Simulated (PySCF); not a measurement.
C₃H₂BrCl, SMILES ClC=C=CBr.

Geometry: B3LYP-D3(BJ)/def2-SVP.

These are TDDFT-PBE/def2-SVPD (PySCF) values and carry that method's errors.

Vertical excitations. The molecule is in vacuum.

| state | energy (eV) | λ (nm) | f | main pairs |
|---|---|---|---|---|
| S1 | 4.33 | 286 | 0.001 | HOMO→LUMO 98 % |
| S2 | 4.64 | 267 | 0.000 | HOMO−1→LUMO+1 96 % |
| S3 | 4.78 | 260 | 0.004 | HOMO−1→LUMO 48 %, HOMO→LUMO+1 44 % |
| S4 | 5.01 | 247 | 0.002 | HOMO−2→LUMO 96 % |
| S5 | 5.10 | 243 | 0.001 | HOMO−2→LUMO+1 98 % |
| S6 | 5.45 | 227 | 0.045 | HOMO−3→LUMO 91 % |
| S7 | 5.53 | 224 | 0.501 | HOMO→LUMO+1 38 %, HOMO−1→LUMO 33 %, HOMO−3→LUMO 9 %, HOMO−4→LUMO+1 7 % |
| S8 | 5.80 | 214 | 0.008 | HOMO−3→LUMO+1 99 % |
| S9 | 6.16 | 201 | 0.008 | HOMO→LUMO+2 95 % |
| S10 | 6.40 | 194 | 0.032 | HOMO−4→LUMO 58 %, HOMO−1→LUMO+2 29 % |
| T1 | 3.72 | 334 | 0 | HOMO−1→LUMO 87 % |
| T2 | 3.87 | 321 | 0 | HOMO→LUMO+1 77 % |
| T3 | 3.93 | 315 | 0 | HOMO→LUMO 88 % |
| T4 | 4.27 | 290 | 0 | HOMO−1→LUMO+1 99 % |
Triplets are in the Tamm–Dancoff approximation, which puts them higher than full response would, so one can lie above its singlet here.
